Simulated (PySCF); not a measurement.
C5H4F2.

```xyz
11

F      1.4429    -1.4835     0.0000
C      0.6760    -0.3959     0.0000
C     -0.6729    -0.3461     0.0000
F     -1.5276    -1.3659     0.0000
C     -1.1190     1.0825     0.0000
C      0.1852     1.8416     0.0000
C      1.2144     0.9662     0.0000
H     -1.7367     1.3177     0.8862
H     -1.7367     1.3177    -0.8862
H      0.2519     2.9290     0.0000
H      2.2815     1.1906     0.0000
```
Charge 0, spin multiplicity 1.

Coordinates come from a B3LYP-D3(BJ)/def2-SVP optimisation. Other conformers were not sampled.

Level of theory: PBE/pcSseg-1 (PySCF). Non-relativistic, no solvent.

Computed absolute GIAO shielding of each atom: isotropic value and principal components (ppm):
```tsv
atom	σ(iso)	σ11	σ22	σ33	span
F1	310.0	217.8	281.7	430.5	212.7
C2	30.2	-26.3	50.9	65.8	92.1
C3	26.8	-22.4	39.1	63.6	86.0
F4	306.2	216.1	243.9	458.6	242.5
C5	140.4	131.0	139.1	151.1	20.1
C6	57.6	-47.1	60.8	159.1	206.2
C7	45.2	-49.9	50.7	134.6	184.5
H8	28.1	24.4	26.4	33.5	9.1
H9	28.1	24.4	26.4	33.5	9.1
H10	25.4	24.2	25.4	26.6	2.4
H11	24.8	23.9	24.0	26.4	2.5
```
